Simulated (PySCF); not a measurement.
# Dipole moment and polarisability of `CC#C[Si@@H]1O[SiH2]C[C@H]1C`

C₆H₁₂OSi₂.
SMILES with atom numbers: `[CH3:1][C:2]#[C:3][Si@@H:4]1[O:5][SiH2:6][CH2:7][C@H:8]1[CH3:9]` (hydrogens: H10, H11, H12 on C1; H13 on Si4; H14, H15 on Si6; H16, H17 on C7; H18 on C8; H19, H20, H21 on C9)

Geometry (PBE0-D3(BJ)/def2-SVP, Å), atoms numbered from 1 in this order:
```
atom  x, y, z in Å
C1     4.149    0.028    1.249
C2     2.860   -0.181    0.618
C3     1.777   -0.351    0.083
Si4    0.136   -0.626   -0.660
O5    -0.008    0.117   -2.159
Si6   -1.367    1.091   -2.337
C7    -2.310    0.637   -0.758
C8    -1.252    0.251    0.299
C9    -1.812   -0.504    1.498
H10    4.729   -0.908    1.285
H11    4.740    0.772    0.692
H12    4.029    0.394    2.280
H13   -0.086   -2.095   -0.801
H14   -0.968    2.530   -2.386
H15   -2.094    0.750   -3.594
H16   -2.948   -0.238   -0.985
H17   -2.986    1.430   -0.397
H18   -0.773    1.181    0.660
H19   -2.273   -1.457    1.189
H20   -1.025   -0.740    2.232
H21   -2.587    0.083    2.018
```

Level: CAM-B3LYP/def2-SVPD (PySCF), static field, nuclei fixed, core orbitals frozen in the response. The polarisability tensor in these axes (au):

```
x   146.47  -0.86  17.30
y    -0.86 102.15  -6.06
z    17.30  -6.06 119.13
```

Problem. Diagonalise the tensor; give its mean and Δα, where Δα² is half the sum of the squared differences of the eigenvalues.

Solution. Principal values 99.62, 113.06 and 155.07 au; mean 122.58 au = 18.16 Å³ = 20.21 × 10⁻⁴⁰ C²·m²/J; Δα = 50.10 au (41 % of the mean).

Problem. What is the dipole moment, and where does it point?

Solution. (0.37, 0.49, 2.11) D, 2.20 D in size, pointing from the negative to the positive side. Measured along this direction, the outermost atoms are H15 at the negative end and H12 at the positive end.

Problem. Molar refractivity from α?

Solution. Lorentz–Lorenz: R = (4π/3)N_A α = 2.5225 cm³/(mol·Å³) × 18.16 Å³ = 45.8 cm³/mol, in the limit of long wavelengths.

Problem. Sum over states: ᾱ = Σ f/ω², ω in Eh. What share falls to these 10 lowest TDDFT singlets (eV, f)? 5.71, 0.0007; 6.08, 0.0021; 6.20, 0.0012; 7.10, 0.0164; 7.19, 0.0150; 7.38, 0.0113; 7.45, 0.0030; 7.48, 0.0685; 7.67, 0.0101; 7.89, 0.2538.

Solution. They add up to 4.78 au, 3.9 % of the 122.58 au; the largest single term is 3.02 au, from the state at 7.89 eV. Terms in order: 0.02, 0.04, 0.02, 0.24, 0.22, 0.15, 0.04, 0.91, 0.13, 3.02 au. Higher excitations give the rest. The strengths listed sum to 0.382.

Problem. Traceless (Buckingham) quadrupole moment about the centre of nuclear charge: eigenvalues?

Solution. -9.93, -6.03, 15.96 D·Å. The values depend on the origin, since the dipole doesn't vanish. The electronic extent ⟨r²⟩ about the same centre is 2193 bohr², a root-mean-square distance of 2.70 Å for the 84 electrons.

Problem. Refractivity n − 1 of an ideal gas of it at 273.15 K and 1 atm, from the electronic α?

Solution. N = p/kT = 2.6868 × 10¹⁹ cm⁻³, so n − 1 = 2π × N × 18.16 × 10⁻²⁴ cm³ = 3066 × 10⁻⁶ at long wavelengths.

One conformer (not necessarily the lowest) at the PBE0-D3(BJ)/def2-SVP geometry, without solvent, vibrations or thermal averaging.
